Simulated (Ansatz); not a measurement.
`c1csc(-c2ccc(-c3ccc(-c4ccc(-c5ccc(-c6ccc(-c7ccc(-c8ccc(-c9cccs9)s8)s7)s6)s5)s4)s3)s2)c1`. Total charge 0; triplet. Geometry PBE-D4/def2-SVP, that of the neutral singlet.

```xyz
65

C     0.387   -5.704   15.383
C    -0.160   -4.446   15.565
S    -0.377   -3.623   14.058
C     0.279   -4.971   13.150
C     0.388   -4.933   11.709
C     0.797   -5.955   10.849
C     0.792   -5.581    9.486
C     0.378   -4.265    9.268
C     0.247   -3.549    8.026
C    -0.125   -2.221    7.799
C    -0.140   -1.864    6.432
C     0.220   -2.910    5.577
C     0.321   -2.926    4.143
C     0.617   -3.995    3.290
C     0.636   -3.642    1.924
C     0.354   -2.292    1.692
C     0.291   -1.600    0.432
C     0.424   -2.131   -0.856
C     0.313   -1.165   -1.878
C     0.092    0.133   -1.404
C    -0.072    1.355   -2.142
C    -0.281    2.656   -1.672
C    -0.399    3.618   -2.697
C    -0.286    3.079   -3.984
C    -0.365    3.761   -5.249
C    -0.606    5.118   -5.491
C    -0.623    5.451   -6.863
C    -0.395    4.361   -7.709
C    -0.347    4.317   -9.145
C    -0.087    3.236   -9.992
C    -0.129    3.568  -11.365
C    -0.423    4.913  -11.605
C    -0.547    5.591  -12.875
C    -0.409    5.059  -14.158
C    -0.603    6.021  -15.187
C    -0.889    7.283  -14.697
S    -0.921    7.301  -12.967
S    -0.648    5.763  -10.090
S    -0.157    2.903   -6.764
S    -0.029    1.347   -3.896
S     0.028    0.131    0.349
S     0.063   -1.463    3.209
S     0.582   -4.355    6.504
S    -0.004   -3.491   10.795
C     0.638   -6.004   14.016
H     0.605   -6.390   16.213
H    -0.449   -3.954   16.501
H     1.087   -6.951   11.208
H     1.084   -6.252    8.667
H    -0.378   -1.531    8.616
H    -0.410   -0.866    6.061
H     0.812   -5.010    3.664
H     0.855   -4.350    1.113
H     0.591   -3.200   -1.042
H     0.390   -1.395   -2.950
H    -0.342    2.892   -0.600
H    -0.563    4.688   -2.515
H    -0.770    5.844   -4.684
H    -0.797    6.466   -7.244
H     0.130    2.227   -9.613
H     0.050    2.848  -12.174
H    -0.174    4.002  -14.342
H    -0.536    5.795  -16.260
H    -1.083    8.207  -15.255
H     1.076   -6.948   13.666
```

Single mean-field runs in def2-SVP are fitted with def2-universal-jkfit. At PBE0-D4/def2-SVP a singlet of charge 0 lies 1.53 eV below the triplet at the same geometry.

Question: Estimate the α-spin orbital energies around the gap (eV) in Ansatz with PBE-D4/def2-SVP, PBE0-D4/def2-SVP.

Answer: 
```json
{"orbital": "HOMO−5", "PBE-D4/def2-SVP": "-6.09", "PBE0-D4/def2-SVP": "-7.24"}
{"orbital": "HOMO−4", "PBE-D4/def2-SVP": "-5.66", "PBE0-D4/def2-SVP": "-6.71"}
{"orbital": "HOMO−3", "PBE-D4/def2-SVP": "-5.19", "PBE0-D4/def2-SVP": "-6.17"}
{"orbital": "HOMO−2", "PBE-D4/def2-SVP": "-4.74", "PBE0-D4/def2-SVP": "-5.56"}
{"orbital": "HOMO−1", "PBE-D4/def2-SVP": "-4.44", "PBE0-D4/def2-SVP": "-5.25"}
{"orbital": "HOMO", "PBE-D4/def2-SVP": "-3.08", "PBE0-D4/def2-SVP": "-3.54"}
{"orbital": "LUMO", "PBE-D4/def2-SVP": "-2.72", "PBE0-D4/def2-SVP": "-2.32"}
{"orbital": "LUMO+1", "PBE-D4/def2-SVP": "-2.34", "PBE0-D4/def2-SVP": "-1.87"}
{"orbital": "LUMO+2", "PBE-D4/def2-SVP": "-1.95", "PBE0-D4/def2-SVP": "-1.37"}
{"orbital": "LUMO+3", "PBE-D4/def2-SVP": "-1.54", "PBE0-D4/def2-SVP": "-0.86"}
{"orbital": "LUMO+4", "PBE-D4/def2-SVP": "-1.12", "PBE0-D4/def2-SVP": "-0.37"}
{"orbital": "LUMO+5", "PBE-D4/def2-SVP": "-1.01", "PBE0-D4/def2-SVP": "-0.05"}
{"orbital": "β HOMO", "PBE-D4/def2-SVP": "-4.61", "PBE0-D4/def2-SVP": "-5.26"}
{"orbital": "β LUMO", "PBE-D4/def2-SVP": "-4.22", "PBE0-D4/def2-SVP": "-4.01"}
```
